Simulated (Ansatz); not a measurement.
`C[SiH2]C(F)BF`, relaxed with RKS PBE-D4/def2-SVP in Ansatz from a rough embedded geometry. The force threshold is 0.03 eV/Å; the program also tests the step.

Total charge 0; spin multiplicity 1.

Start:

```xyz
13

C    -0.839   -1.562   -0.493
Si   -0.189    0.070   -1.063
C     0.042    1.196    0.391
F     0.327    2.536   -0.026
B     1.161    0.678    1.356
F     0.885    0.346    2.733
H    -0.043   -2.021    0.216
H    -1.759   -1.449    0.103
H    -0.909   -2.226   -1.356
H    -1.175    0.660   -1.992
H     1.107   -0.072   -1.782
H    -0.928    1.315    0.960
H     2.319    0.529    0.953
```

Problem. By how much does the energy fall, and how many steps does the optimiser take? (Best estimate.)

Solution. Ansatz gave: 0.62 eV, in 8 steps.

Problem. Which bonds change most? (Estimate.)

Solution. Computed: B5–F6 from 1.443 to 1.342 Å; Si2–C3 from 1.853 to 1.940 Å; C1–H7 from 1.161 to 1.108 Å; C1–Si2 from 1.847 to 1.886 Å.

Problem. Give the relaxed structure. (Estimate.)

Solution. The calculation gave: 
```xyz
13

C    -0.856   -1.599   -0.405
Si   -0.197    0.047   -1.047
C     0.096    1.296    0.407
F     0.437    2.526   -0.179
B     1.203    0.742    1.353
F     0.918   -0.337    2.098
H    -0.144   -2.063    0.307
H    -1.824   -1.462    0.119
H    -1.018   -2.305   -1.244
H    -1.171    0.710   -1.981
H     1.110   -0.132   -1.771
H    -0.887    1.389    0.930
H     2.333    1.189    1.414
```
